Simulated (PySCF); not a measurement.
C2H4AlBr.
Cartesian coordinates in Å at the PBE0-D3(BJ)/def2-SVP level; atoms count from 1:
```xyz
8
C2H4AlBr angstrom
C     -1.4353    0.0570    0.2763
C     -0.3484   -0.5276   -0.2536
Al     1.3821    0.3051   -0.0472
Br     3.1790   -0.6578   -1.0190
H     -2.4432   -0.3675    0.1827
H     -1.3744    0.9990    0.8371
H     -0.4913   -1.4689   -0.8009
H      1.5868    1.6415    0.7717
```

Method: PySCF, PBE0-D3(BJ)/def2-SVP geometry optimisation, gas phase.

Question: Which atoms are bound to Al3, and at what distances?

Answer: 3 atoms: H8 1.581 Å, C2 1.931 Å, Br4 2.258 Å. The nearest atom not counted as bound is H7, at 2.69 Å.

Question: List the angles at Al3.

Answer: 
```tsv
angle	degrees	distance of the outer atoms (Å)
C2–Al3–H8	122.4	3.08
C2–Al3–Br4	118.9	3.61
Br4–Al3–H8	118.7	3.32
```

Question: What is the shape at Al3?

Answer: Planar: angles 122.4°, 118.9° and 118.7°, sum 360.0°, 0.00 Å off the plane of its three neighbours.

Question: What are the other bond lengths?

Answer: C1=C2 1.343 Å; C1–H5 1.098 Å; C1–H6 1.098 Å; C2–H7 1.098 Å.

Question: Give some angles away from the centre.

Answer: C1–C2–Al3 119.7°.

Question: What are the rotational constants (commonest isotopes, rigid rotor)?

Answer: A = 18724, B = 1250, C = 1172 MHz: a near-prolate asymmetric top.

Charge 0, singlet. PBE0-D3(BJ)/def2-SVP frequencies: not computed here.

One conformer stands for the species.
